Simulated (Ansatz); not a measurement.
Consider the substitution at a C–Te bond: `[SiH3]O/C=C\[TeH]` + H₂S → `[SiH3]O/C=C\S` + H₂Te.

Isolated molecules relaxed with PBE0-D4/def2-TZVP in Ansatz; ΔE leaves out vibrations. CCSD(T)/CBS adds triple-zeta CCSD(T) − MP2 to the extrapolated MP2 energy (def2 sets, frozen cores). This one scheme is used for every species. Double bonds are as drawn, so ΔE can hold a change between cis and trans. def2 core potentials past Kr. For Te outer-core shells are correlated without core-valence functions, which leaves a few kJ/mol of doubt a bond. One conformer a species, not always the lowest.

| species | MP2/def2-TZVPP energy (Eh) |
| --- | --- |
| `[SiH3]O/C=C\[TeH]` | -711.24316 |
| H₂S | -398.89878 |
| `[SiH3]O/C=C\S` | -841.50554 |
| H₂Te | -268.63117 |

Task: Work out ΔE.

Result: ΔE = (-841.50554) + (-268.63117) − (-711.24316) − (-398.89878) = 0.00523 Eh = +3.3 kcal/mol. CCSD(T)/CBS gives +2.9 kcal/mol.

Largest T1 diagnostic among the species: 0.013.

In def2-TZVPP, CCSD(T) changes the Hartree–Fock value by +2.0 kcal/mol (the triples alone add +0.3 kcal/mol) and MP2 by +2.8 kcal/mol. The D4 term adds +0.9 kcal/mol with B3LYP and +0.5 kcal/mol with PBE0; it sums over pairs of atoms, weighted by their polarisabilities, and B3LYP, whose exchange is more repulsive, gets the larger term.

B3LYP here is the variant with VWN-RPA as its local correlation; programs differ in this.
